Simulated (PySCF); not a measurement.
C3H6NO, SMILES N(C)(C=O)[CH2], multiplicity 2. Atoms are numbered in the order given.

```xyz
11

C     -1.4304    -0.3651     0.0000
N     -0.0598    -0.3637     0.0000
C      0.6568    -1.6174     0.0000
C      0.6305     0.8298     0.0000
O      0.1078     1.9189     0.0000
H     -1.9506    -1.3197     0.0000
H     -1.9275     0.6020     0.0000
H      0.4110    -2.2118     0.8944
H      1.7373    -1.4202     0.0000
H      0.4110    -2.2118    -0.8944
H      1.7337     0.6718     0.0000
```
Charge 0, spin multiplicity 2.

Coordinates come from a PBE0-D3(BJ)/def2-SVP optimisation. The isomer is the one that the SMILES or the coordinates give; other isomers of the formula were not compared. The values are those of a single conformer.

Computed with PySCF with TDA-B3LYP/def2-SVPD.

Vertical excitations. Isolated molecule, no solvent.

| state | energy (eV) | λ (nm) | f | main pairs |
|---|---|---|---|---|
| root 1 | 3.90 | 318 | 0.000 | β HOMO→LUMO 94 % |
| root 2 | 3.98 | 311 | 0.051 | α HOMO→LUMO 78 %, β HOMO−1→LUMO 18 % |
| root 3 | 4.27 | 290 | 0.010 | α HOMO→LUMO+1 97 % |
| root 4 | 5.18 | 239 | 0.011 | α HOMO→LUMO+2 94 % |
| root 5 | 5.26 | 236 | 0.174 | α HOMO→LUMO 17 %, β HOMO−1→LUMO 75 % |
| root 6 | 5.37 | 231 | 0.001 | α HOMO→LUMO+3 96 % |
| root 7 | 5.65 | 219 | 0.001 | α HOMO−1→LUMO 92 % |
| root 8 | 5.86 | 211 | 0.004 | α HOMO→LUMO+4 90 % |
| root 9 | 6.00 | 206 | 0.000 | α HOMO→LUMO+5 90 % |
| root 10 | 6.46 | 192 | 0.001 | α HOMO−1→LUMO 6 %, β HOMO→LUMO+2 88 % |
Unrestricted roots are not spin-pure.
